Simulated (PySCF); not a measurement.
Compound: C₆H₇F₂O (doublet state).
Atom-mapped SMILES: `[CH2:1]=[C:2]([CH3:3])[O:4]/[CH:5]=[C:6](/[F:7])[CH:8][F:9]` (hydrogens: H10, H11 on C1; H12, H13, H14 on C3; H15 on C5; H16 on C8)

Cartesian coordinates in Å at the GFN2-xTB level; atoms count from 1:
```
atom  x, y, z in Å
C1    -1.939   -0.378    1.342
C2    -1.300   -0.009    0.234
C3    -1.982    0.443   -1.021
O4     0.054    0.040    0.076
C5     0.898   -0.555    0.929
C6     2.262   -0.314    0.840
F7     3.021   -1.019    1.715
C8     2.959    0.524    0.013
F9     2.332    1.284   -0.895
H10   -3.011   -0.376    1.370
H11   -1.438   -0.669    2.248
H12   -1.461    1.308   -1.424
H13   -1.943   -0.347   -1.770
H14   -3.018    0.695   -0.827
H15    0.531   -1.255    1.664
H16    4.028    0.637    0.029
```

The hyperfine couplings belong to this conformer and change with its torsions.

Theory: UKS B3LYP, pcH-1 on C F H O, non-relativistic, mean-field spin-orbit, GIAO (PySCF 2.14.0). The structure is a single GFN2-xTB conformer in the gas phase; no vibrational or solvent corrections. Couplings are sensitive to structure, and on GFN2-xTB geometries they can be far from those on DFT ones. The SCF solution wasn't tested for stability. ⟨S²⟩ is 0.775 where a pure state has 0.75.

The largest Mulliken spin populations are on C5 (+0.59), C8 (+0.55), C6 (-0.22) and C1 (+0.07). The positive populations add up to 1.32 and the negative ones to -0.32, together 2S = 1. The angles at C5 add up to 360.0°, so it is planar; its axial dipolar tensor and the negative coupling of its proton fit spin in a p orbital normal to that plane.

(1) Test a(H) = Q·ρ(C) for the protons on planar carbons with a spin population beyond ±0.08.

Results:

(1) 
```tsv
H	C	ρ(C)	a(H) (G)	a/ρ (G)
H15	C5	+0.594	-15.16	-25.5
H16	C8	+0.548	-14.87	-27.2
```

A least-squares line through the origin gives Q = -26.3 G with Mulliken populations.

Couplings in gauss use g_iso = 2.0034.
